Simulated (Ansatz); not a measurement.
Stepwise reaction of `O[SiH2]N[SiH3]` with hydrogen fluoride, as a gas-phase model of exchange steps in deposition or etching. ΔE in kJ/mol.

Calculated with Ansatz (gas phase, PBE0-D4/def2-TZVP geometries, no zero-point term in ΔE). CCSD(T)/CBS is the MP2 limit (def2-TZVPP, def2-QZVPP) plus CCSD(T) − MP2 in def2-TZVPP, frozen cores. This one scheme is used for every species. DFT in def2-TZVPP. B3LYP here is the variant with VWN-RPA as its local correlation; programs differ in this. Each species was taken in one conformer, which may not be the lowest.

| step | reaction | PBE-D4 | B3LYP-D4 | ωB97M-V | CCSD(T)/CBS |
| --- | --- | --- | --- | --- | --- |
| 1 | `O[SiH2]N[SiH3]` + H–F → `O[SiH](F)N[SiH3]` + H₂ | -135.9 | -145.4 | -146.6 | -142.6 |

(1) Give the row of step 2, `O[SiH](F)N[SiH3]` + H–F → `O[SiH](F)N[SiH2]F` + H₂. (Best estimate.)

(2) By hand: ΔE of the 2 steps together at CCSD(T)/CBS.

Results:

(1) Computed: 
| step | reaction | PBE-D4 | B3LYP-D4 | ωB97M-V | CCSD(T)/CBS |
| --- | --- | --- | --- | --- | --- |
| 2 | `O[SiH](F)N[SiH3]` + H–F → `O[SiH](F)N[SiH2]F` + H₂ | -125.5 | -133.1 | -133.8 | -131.3 |

(2) (-142.6) + (-131.3) = -273.9 kJ/mol, or -136.9 kJ/mol a step.

In ΔE each step is higher than the one before. All are downhill at CCSD(T)/CBS. PBE-D4 differs from CCSD(T)/CBS by 5.8 to 6.7 kJ/mol a step. Isolated molecules leave out the surface, adducts and barriers. Largest T1 diagnostic: 0.012.
